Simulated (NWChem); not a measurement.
A series in which one site is exchanged, each optimised at PBE0/def2-SVP with NWChem, gas phase unless a solvent is named. All stand in one matching conformer (torsions within 35°), which need not be the lowest. This build's default masses of Se (78.918 u) and Br (79.917 u) are each other's, which moves their modes by up to 0.6 %. Shieldings are non-relativistic GIAO values without spin-orbit effects.

A: [AlH]([Cl])[OH] (AlH2OCl; site = Cl)
B: [OH][AlH][Br] (AlH2OBr; site = Br)
C: [OH][AlH][F] (AlH2OF; site = F)
D: [OH][AlH2] (AlH₃O; site = H)

Values for A:

- static polarisability, CAM-B3LYP/def2-SVPD (bohr³) = 43.1
- lowest singlet excitation, CAM-B3LYP/def2-SVPD, TDA (eV) = 7.11
- Al absolute shielding, PBE0/pcSseg-1 (ppm) = 418.6

Q: How do these values change for the other members?

A: 
```json
[
 {"change from A": "static polarisability, CAM-B3LYP/def2-SVPD (bohr³)", "B": "+8.0", "C": "-14.1", "D": "-10.0"},
 {"change from A": "lowest singlet excitation, CAM-B3LYP/def2-SVPD, TDA (eV)", "B": "-0.61", "C": "+0.63", "D": "-1.17"},
 {"change from A": "Al absolute shielding, PBE0/pcSseg-1 (ppm)", "B": "-12.1", "C": "+35.3", "D": "-44.9"}
]
```
